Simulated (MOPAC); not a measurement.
MOPAC input (PM7):

```
PM7 FORCE THERMO(298,298) PRECISE LET UHF MS=0.5 GEO-OK AUX(PRECISION=9) THREADS=1
H7N2Si2

N    -1.23110042 1    2.13029713 1    0.77026291 1
Si   -0.65284399 1    0.46912085 1    0.96782949 1
N     0.24811041 1   -0.11089897 1   -0.43633404 1
Si    1.13577408 1   -1.47580521 1   -1.10047455 1
H    -1.94185426 1    2.30985668 1    0.06925590 1
H    -0.54478176 1    2.87653790 1    0.74222997 1
H     0.23063285 1    0.43935516 1    2.12965883 1
H    -1.81726062 1   -0.39319368 1    1.14707004 1
H     2.48000327 1   -0.98746579 1   -1.38654938 1
H     1.24049301 1   -2.66238398 1   -0.25793911 1
H     0.45622847 1   -1.84168993 1   -2.33804804 1
```

Output:

```
 *******************************************************************************
 **                                                                           **
 **                              MOPAC v23.2.5                                **
 **                                                                           **
 *******************************************************************************
 ** MOPAC's Digital Object Identifier: https://doi.org/10.5281/zenodo.6511958 **
 **                                                                           **
 ** Please cite the open-source release paper for use of this MOPAC version:  **
 ** J. E. Moussa and J. J. P. Stewart (2026)                                  **
 ** MOPAC: An open-source semiempirical molecular orbital program             **
 ** J. Open Source Softw., 11(119), 8025, https://doi.org/10.21105/joss.08025 **
 *******************************************************************************

                              PM7 CALCULATION RESULTS

 *******************************************************************************
 *  PM7        - The PM7 Hamiltonian to be used
 *  GEO-OK     - OVERRIDE INTERATOMIC DISTANCE AND OTHER SAFETY CHECKS
 *  UHF        - UNRESTRICTED HARTREE-FOCK CALCULATION
 *  MS=        - IN MECI, MAGNETIC COMPONENT OF SPIN =  0.5
 *  LET        - OVERRIDE SOME SAFETY CHECKS
 *  PRECISE    - TIGHTER CRITERIA TO BE USED
 *  FORCE      - FORCE CALCULATION SPECIFIED
 *  AUX        - OUTPUT AUXILIARY INFORMATION
 *  THERMO     - THERMODYNAMIC QUANTITIES TO BE CALCULATED
 *******************************************************************************
PM7 FORCE THERMO(298,298) PRECISE LET UHF MS=0.5 GEO-OK AUX(PRECISION=9) THREADS=1
 H7N2Si2

   ATOM   CHEMICAL          X               Y               Z
  NUMBER   SYMBOL      (ANGSTROMS)     (ANGSTROMS)     (ANGSTROMS)

     1       N         -1.23110042  *   2.13029713  *   0.77026291  *
     2      Si         -0.65284399  *   0.46912085  *   0.96782949  *
     3       N          0.24811041  *  -0.11089897  *  -0.43633404  *
     4      Si          1.13577408  *  -1.47580521  *  -1.10047455  *
     5       H         -1.94185426  *   2.30985668  *   0.06925590  *
     6       H         -0.54478176  *   2.87653790  *   0.74222997  *
     7       H          0.23063285  *   0.43935516  *   2.12965883  *
     8       H         -1.81726062  *  -0.39319368  *   1.14707004  *
     9       H          2.48000327  *  -0.98746579  *  -1.38654938  *
    10       H          1.24049301  *  -2.66238398  *  -0.25793911  *
    11       H          0.45622847  *  -1.84168993  *  -2.33804804  *

          CARTESIAN COORDINATES

    NO.       ATOM           X           Y           Z

     1         N         -1.2311      2.1303      0.7703
     2        Si         -0.6528      0.4691      0.9678
     3         N          0.2481     -0.1109     -0.4363
     4        Si          1.1358     -1.4758     -1.1005
     5         H         -1.9419      2.3099      0.0693
     6         H         -0.5448      2.8765      0.7422
     7         H          0.2306      0.4394      2.1297
     8         H         -1.8173     -0.3932      1.1471
     9         H          2.4800     -0.9875     -1.3865
    10         H          1.2405     -2.6624     -0.2579
    11         H          0.4562     -1.8417     -2.3380

[...]
 VIBRATION         23   10A"          ATOM PAIR      ENERGY CONTRIBUTION    RADIAL
 FREQUENCY          2303.13         Si 2 -- H  8         +44.0% ( 66.9%)     98.6%
 TRANSITION DIPOLE   0.5034         Si 2 -- H  7         +43.3% ( 66.4%)     98.6%
 TRAVEL (Ang.)       0.2697         Si 4 -- H 11          +6.1% ( 25.0%)     98.8%
 REDUCED MASS        0.4025         Si 4 -- H  9          +6.1% ( 24.9%)     98.4%
 EFFECTIVE MASS      1.4216
 FORCE CONSTANT      1.2580

 VIBRATION         24   14A'          ATOM PAIR      ENERGY CONTRIBUTION    RADIAL
 FREQUENCY          2303.25         Si 2 -- H  7         +50.1% ( 70.5%)     98.1%
 TRANSITION DIPOLE   0.1904         Si 2 -- H  8         +49.5% ( 70.0%)     98.1%
 TRAVEL (Ang.)       0.2436         N  1 -- Si 2          +0.1% (  3.3%)     29.2%
 REDUCED MASS        0.4933         Si 2 -- N  3          +0.1% (  3.3%)     27.7%
 EFFECTIVE MASS      1.1945
 FORCE CONSTANT      1.5419

 VIBRATION         25   15A'          ATOM PAIR      ENERGY CONTRIBUTION    RADIAL
 FREQUENCY          2310.00         Si 4 -- H  9         +33.8% ( 57.4%)     98.0%
 TRANSITION DIPOLE   0.0998         Si 4 -- H 11         +33.4% ( 57.0%)     98.1%
 TRAVEL (Ang.)       0.2970         Si 4 -- H 10         +32.6% ( 56.4%)     98.1%
 REDUCED MASS        0.3310
 EFFECTIVE MASS      1.1055
 FORCE CONSTANT      1.0408

 VIBRATION         26   11A"          ATOM PAIR      ENERGY CONTRIBUTION    RADIAL
 FREQUENCY          2741.04         N  1 -- H  6         +49.6% ( 72.1%)     97.8%
 TRANSITION DIPOLE   0.8900         N  1 -- H  5         +49.6% ( 72.1%)     97.7%
 TRAVEL (Ang.)       0.2191         N  1 -- Si 2          +0.7% (  8.6%)      0.0%
 REDUCED MASS        0.5124
 EFFECTIVE MASS      1.4876
 FORCE CONSTANT      2.2683

 VIBRATION         27   16A'          ATOM PAIR      ENERGY CONTRIBUTION    RADIAL
 FREQUENCY          2791.93         N  1 -- H  6         +49.8% ( 69.3%)     97.8%
 TRANSITION DIPOLE   0.8738         N  1 -- H  5         +49.8% ( 69.3%)     97.9%
 TRAVEL (Ang.)       0.2229         N  1 -- Si 2          +0.3% (  5.5%)     70.4%
 REDUCED MASS        0.4863
 EFFECTIVE MASS      1.2067
 FORCE CONSTANT      2.2332

      SYMMETRY NUMBER FOR POINT-GROUP Cs  =  1

          SYSTEM IS A GROUND STATE

 H7N2Si2

          MOLECULE IS NOT LINEAR

          THERE ARE 27 GENUINE VIBRATIONS IN THIS SYSTEM
          THIS THERMODYNAMICS CALCULATION IS LIMITED TO
          MOLECULES WHICH HAVE NO INTERNAL ROTATIONS

                    CALCULATED THERMODYNAMIC PROPERTIES
                                          *
   TEMP. (K)   PARTITION FUNCTION   H.O.F.    ENTHALPY  HEAT CAPACITY ENTROPY
                                   KCAL/MOL   CAL/MOLE    CAL/K/MOL  CAL/K/MOL

 298.00  VIB.     0.6545D+02                  2920.4298    19.8855    18.1090
         ROT.     0.1317D+06                   888.2803     2.9808    26.4067
         INT.     0.8620D+07                  3808.7101    22.8663    44.5157
         TRA.     0.8426D+27                  1480.4672     4.9680    39.4425
         TOT.                       -2.234    5289.1773    27.8343    83.9582

   *: NOTE: HEATS OF FORMATION ARE RELATIVE TO THE
            ELEMENTS IN THEIR STANDARD STATE AT 298K
              (=  Standard Enthalpy of Formation).

            Hvib:  Zero-point energy is not included.
                   frequencies of less than zero cm-1 are not included.
            Hrot = (3/2)RT
            Htra = (3/2)RT + pV = (5/2)RT

            Heat capacity is Cp, not Cv

          For more information, see: HTTP://OpenMOPAC.net/Manual/thermochemistry.html

           FORCE CONSTANT IN CARTESIAN COORDINATES (Millidynes/A)

    ATOM   CHEMICAL       X               Y               Z
   NUMBER   SYMBOL  FORCE CONSTANT  FORCE CONSTANT  FORCE CONSTANT

      1       N        6.435539        1.719815        5.930673
      2      Si        5.953957        4.914870        4.996524
      3       N        3.772735        4.393244        0.464235
      4      Si        5.457164        4.585981        4.630452
      5       H        1.642962        0.577830        3.149813
      6       H        1.650762        0.561103        3.158741
      7       H        0.581631        0.879561        2.145377
      8       H        0.585748        0.858790        2.162030
      9       H        0.313835        1.156938        2.123961
     10       H        2.287312        1.064902        0.267600
     11       H        0.313495        1.181901        2.099338

 **********************
 *                    *
 * JOB ENDED NORMALLY *
 *                    *
 **********************

 == MOPAC DONE ==
```
